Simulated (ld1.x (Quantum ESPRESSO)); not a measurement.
The numbers below are computed, except where a source is named.
# Potentials for As compared

Generated with ld1.x 7.5 (TM, RRKJ, ultrasoft, PAW), atompaw 4.2 or ONCVPSP 4.0.1. The cutoff is in Ry: for ld1.x and atompaw files where the sum of valence levels is converged to 10 mRy in a Bessel basis, for ONCV files where the hardest occupied wave has 1 mHa per electron of residual kinetic energy. The error is the largest all-electron minus pseudo excitation energy over each file’s own four to seven test configurations (ionisations up to +4, promotions, holes and added fractions of an electron), all of which were solved. The labels leave out finer settings (local radius, basis sizes, second energies), which also bear on the numbers. Spin-polarised tests are not counted. The rows are a selection from randomly drawn settings: files with unsolved tests, undetermined cutoffs or missed reference levels are left out.

A true bound ghost makes a file unfit for plane-wave use even where its test errors are small: the radial tests pick states by their node count and pass the ghost by.

| potential | cutoff (Ry) | largest error (meV) | bound ghosts |
| --- | --- | --- | --- |
| TM, LDA (PZ), scalar-relativistic, rc 1.70/2.00/0.90/1.60 (spdf), local d, core correction yes, reference 3d10 4s2 4p2 | 300 | -661 | s, p |
| TM, PBE, scalar-relativistic, rc 1.55/2.10 (sp), local p, core correction no, reference 4s2 4p2.5 | 35 | +93 | none |
| PAW, PBEsol, non-relativistic, rc 1.85/1.95/1.85 (spd), local smoothed, core correction yes, reference 4s2 4p3 | 10 | -484 | none |

(1) Fill in the row for As: PAW, Wu–Cohen, scalar-relativistic, rc 1.65/2.00/1.55 (spd), local smoothed, core correction yes, reference 4s2 4p1.5.

(2) Fill in the row for As: TM, PBE, scalar-relativistic, rc 1.55/2.00/1.80 (spd), local smoothed, core correction no, reference 4s2 4p3.

Answers

(1) cutoff 12 Ry, largest error -360 meV, bound ghosts: d.

(2) cutoff 35 Ry, largest error +110 meV, bound ghosts: d.
